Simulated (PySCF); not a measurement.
Species: C₃H₄F₂O₂.
Geometry (PBE0-D3(BJ)/def2-SVP, Å), atoms numbered from 1 in this order:
```
atom  x, y, z in Å
O1     1.1162    0.7630    1.9492
C2     1.6749    0.4321    0.9443
O3     1.1398   -0.3070   -0.0308
C4    -0.1860   -0.7625    0.1753
C5    -1.2016    0.2853   -0.2247
F6    -2.4324   -0.2356   -0.0331
F7    -1.0657    0.5864   -1.5315
H8     2.7192    0.6885    0.6742
H9    -0.3213   -1.6432   -0.4663
H10   -0.3476   -1.0306    1.2293
H11   -1.1106    1.2142    0.3638
```

Level: B3LYP/def2-SVPD in PySCF, non-relativistic, on one gas-phase PBE0-D3(BJ)/def2-SVP geometry that isn't relaxed in the solvent. The solvent is an IEF-PCM continuum (van der Waals radii × 1.2), and excitations are vertical TDDFT with non-equilibrium linear response and a frozen core. The model holds no explicit solvent molecules, cavitation or dispersion.

| run | E − E(gas) (kcal/mol) | HOMO (eV) | HOMO–LUMO gap (eV) | dipole (D) | lowest singlet (eV) | static polarisability (au) |
| --- | --- | --- | --- | --- | --- | --- |
| gas | 0.00 | -8.69 | 7.78 | 1.61 | 5.86 | 46.5 |
| P | -5.36 | -8.55 | 7.88 | 1.91 | 5.96 | 56.1 |
| Q | -6.56 | -8.53 | 7.90 | 1.98 | 5.99 | 58.7 |

Problem. The runs were made in tetrahydrofuran and water. Which run belongs to which solvent?

Solution. P = tetrahydrofuran, Q = water. The dielectric constants are 7.426 (tetrahydrofuran), 78.36 (water), and the energy falls further as ε rises. The optical constants n² used for the excitations are 1.97, 1.78 in the same order. In this model the ground state sees the solvent through ε alone.

Problem. How constant is the ratio of the lowering to (ε − 1)/(2ε + 1)?

Solution. 
| solvent | (ε − 1)/(2ε + 1) | E − E(gas) (kcal/mol) | ratio (kcal/mol) | polarisation term (kcal/mol) |
| --- | --- | --- | --- | --- |
| tetrahydrofuran | 0.405 | -5.36 | -13.2 | -5.92 |
| water | 0.490 | -6.56 | -13.4 | -7.41 |

The ratio changes by +1.2 % in size from tetrahydrofuran to water. The polarisation term is half the interaction of the solute with the induced surface charges.

Cost: about 50 s of CPU time on one thread; the machine was shared, so the figure is rough. This is the whole response run at B3LYP/def2-SVPD in water, SCF included.
